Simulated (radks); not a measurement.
Values are calculated unless marked as measured or tabulated.
W III, 72 electrons, occupied as [Xe] 4f14 5d4.

Level of theory: scalar-relativistic Kohn-Sham, AM05, spin-polarised, spherical densities, finite nucleus; open shells are filled with parallel spins first (spin-orbit coupling, left out, can overturn this in heavy ions); Fermi nuclear charge, rms radius 5.3658 fm (a radial shooting solver on a logarithmic mesh with Libxc functionals).

Energy parts (eV):
part                       energy
total                  -438923.55
kinetic                 483353.15
electron-nucleus      -1084180.57
Hartree                 170430.75
exchange-correlation     -8526.88

Orbitals (lengths in bohr, moments of r in powers of bohr; <r^-3> diverges for s and p1/2; r(max) is where P^2 peaks; r(90%) holds 90 % of the orbital's charge):
orbital  occ.  eigenvalue (eV)   <1/r>   r(max)  r(90%)  <r^-3>
1s up       1        -69431.14   86.99  0.01147  0.0334       -
1s down     1        -69431.15   86.99  0.01147  0.0334       -
2s up       1        -11998.98   20.34  0.06572   0.120       -
2s down     1        -11998.80   20.34  0.06572   0.120       -
2p up       3        -10501.35   18.44  0.05390   0.113   19730
2p down     3        -10501.21   18.44  0.05390   0.113   19730
3s up       1        -2775.198   7.532   0.1854   0.295       -
3s down     1        -2775.133   7.532   0.1854   0.295       -
3p up       3        -2331.535   6.957   0.1835   0.301    4399
3p down     3        -2331.464   6.957   0.1835   0.301    4399
3d up       5        -1819.949   6.575   0.1493   0.283   565.6
3d down     5        -1819.829   6.575   0.1493   0.283   565.6
4s up       1        -584.4953   3.204   0.4208   0.646       -
4s down     1        -584.3467   3.204   0.4208   0.646       -
4p up       3        -438.8605   2.911   0.4413   0.695    1024
4p down     3        -438.7172   2.911   0.4413   0.695    1024
4d up       5        -254.1032   2.590   0.4522   0.767   112.6
4d down     5        -253.9274   2.590   0.4523   0.767   112.7
4f up       7         -49.3320   2.081   0.4282    1.01   19.04
4f down     7         -48.9436   2.090   0.4280    1.00   19.18
5s up       1         -95.7071   1.249   0.9641    1.54       -
5s down     1         -94.0988   1.260   0.9602    1.53       -
5p up       3         -60.1140   1.048    1.095    1.83   146.1
5p down     3         -57.9252   1.061    1.087    1.81   151.0
5d up       4         -20.9610  0.6925    1.483    2.86   7.678
5d down     0         -18.0718  0.6891    1.458    2.97   7.769
6s up       0         -20.0415  0.4654    2.446    3.92       -
6p up       0         -13.3267  0.3712    3.028    4.94   18.36

The highest occupied level is 5d up at -20.961 eV. The spin density at the nucleus is -17.76 e/bohr^3 (1s -0.15, 2s -1.08, 3s 0.04, 4s 1.00, 5s -17.57). For comparison, the ionisation energy in NIST's Atomic Spectra Database is 26.0 eV (semi-empirical). In exact Kohn-Sham theory the highest level is minus the ionisation energy, but local and semilocal functionals leave it too shallow, through self-interaction and a potential that decays too fast; potentials with the right tail come closer. Summed over all electrons, <r^2> = 41.64 bohr^2, which gives a Langevin (diamagnetic) susceptibility term of -33 x 10^-6 cm^3/mol.
